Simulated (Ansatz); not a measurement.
```yaml
crystal:
  periodic: [false, false, false]
  atoms:
    - {symbol: F, position_ang: [0.791734, -0.939645, 1.414545]}
    - {symbol: C, position_ang: [0.724761, -0.236132, 0.238809]}
    - {symbol: O, position_ang: [-0.160074, -0.851260, -0.689279]}
    - {symbol: Al, position_ang: [-0.867168, 0.663071, -0.271690]}
    - {symbol: H, position_ang: [1.743403, -0.137028, -0.139451]}
    - {symbol: H, position_ang: [-2.190657, 1.436994, -0.599034]}
basis:
  gaussian: {orbitals: ANO-RCC-VTZP}
magnetization: {spin_polarized: true, initial_magnetization: 1}
hamiltonian: {xc: {name: B97}}
```

```sh
$ ansatz run in.yaml --threads 2 --pin off --events-out ev --progress --plain --max-ram 4352MiB
```

Shortened log:

```
Error: a molecule whose nuclei and cores have a total charge of 38 cannot have a net charge of 0 together with 1 unpaired electrons
```

In this input the number of unpaired electrons doesn't fit the electron count. The program refused the input.
